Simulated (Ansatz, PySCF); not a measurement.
BI₂, SMILES I[B]I (connectivity only; charge and spin as stated), charge +1, multiplicity 1. Atoms are numbered in the order given.

```xyz
3

I      0.0000     0.0000    -1.9744
B      0.0000     0.0000     0.0000
I      0.0000     0.0000     1.9744
```
Charge +1, spin multiplicity 1.

The structure is a stationary point at B3LYP-D3(BJ)/def2-TZVP. The multiplicity is an assumed one; other spin states were not compared. The isomer is the one that the SMILES or the coordinates give; other isomers of the formula were not compared. The def2 effective core potentials stand for the cores of I; spin–orbit coupling is left out.

Two levels are set side by side: PBE-D3(BJ)/def2-TZVP (Ansatz, a first-principles code) and B3LYP-D3(BJ)/def2-TZVP (Ansatz). Each level has its own optimised geometry; the coordinates shown are those of the second. Frequencies come from the Hessian of PySCF at each geometry. Differences are taken from unrounded values.

```json
[
 {"quantity": "mean bond length (Å)", "B3LYP-D3(BJ)": "1.974"},
 {"quantity": "bond I1–B2 (Å)", "B3LYP-D3(BJ)": "1.974"},
 {"quantity": "bond B2–I3 (Å)", "B3LYP-D3(BJ)": "1.974"},
 {"quantity": "highest harmonic wavenumber (cm⁻¹)", "B3LYP-D3(BJ)": "1088"},
 {"quantity": "mean harmonic wavenumber (cm⁻¹)", "B3LYP-D3(BJ)": "444"},
 {"quantity": "zero-point energy (kcal/mol)", "B3LYP-D3(BJ)": "2.54"}
]
```

**Question.** What does PBE-D3(BJ) give, and how far is it from B3LYP-D3(BJ)? (Estimate from the structure and the level; the computed values follow.)

**Answer.** 
| quantity | PBE-D3(BJ) | PBE-D3(BJ) minus B3LYP-D3(BJ) |
|---|---|---|
| mean bond length (Å) | 1.978 | 0.003 |
| bond I1–B2 (Å) | 1.978 | 0.003 |
| bond B2–I3 (Å) | 1.978 | 0.003 |
| highest harmonic wavenumber (cm⁻¹) | 1085 | -2 |
| mean harmonic wavenumber (cm⁻¹) | 439 | -4 |
| zero-point energy (kcal/mol) | 2.51 | -0.03 |

Here PBE gives about what the other level gives.
